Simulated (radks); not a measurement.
Question: All-electron atom: Re XII in [Kr] 4d10 4f14 5s2 5p2. Calculated with a radial shooting solver on a logarithmic mesh with Libxc functionals: Dirac Kohn-Sham, relativistic LDA (MacDonald-Vosko exchange, VWN5 correlation), spin-unpolarised, spherical densities, finite nucleus; open shells fill j = l - 1/2 first; Fermi nuclear charge, rms radius 5.3698 fm. Some entries of the table are withheld. Estimate them.

| orbital | occ. | eigenvalue (hartree) | r(max) (bohr) |
|---|---|---|---|
| 1s1/2 | 2 | -2617.580 | 0.01130 |
| 2s1/2 | 2 | (1) | (2) |
| 2p1/2 | 2 | (3) | 0.04819 |
| 2p3/2 | 4 | (4) | 0.05511 |
| 3s1/2 | 2 | -111.8345 | 0.1829 |
| 3p1/2 | 2 | -103.2459 | 0.1710 |
| 3p3/2 | 4 | -91.88509 | 0.1851 |
| 3d3/2 | 4 | -77.32820 | (5) |
| 3d5/2 | 6 | -74.84585 | (6) |
| 4s1/2 | 2 | -28.74986 | 0.4141 |
| 4p1/2 | 2 | -25.14772 | 0.4131 |
| 4p3/2 | 4 | -22.48371 | 0.4429 |
| 4d3/2 | 4 | -16.52556 | 0.4381 |
| 4d5/2 | 6 | -16.02877 | 0.4475 |
| 5s1/2 | 2 | -9.58416 | 0.9144 |
| 4f5/2 | 6 | -8.45132 | 0.4115 |
| 5p1/2 | 2 | -8.37081 | 0.9606 |
| 4f7/2 | 8 | -8.35466 | 0.4163 |
| 5p3/2 | 0 | -7.83792 | 1.025 |

Answer: 
(1) 2s1/2 eigenvalue (hartree): -459.9530
(2) 2s1/2 r(max) (bohr): 0.06500
(3) 2p1/2 eigenvalue (hartree): -440.9266
(4) 2p3/2 eigenvalue (hartree): -388.6905
(5) 3d3/2 r(max) (bohr): 0.1446
(6) 3d5/2 r(max) (bohr): 0.1485
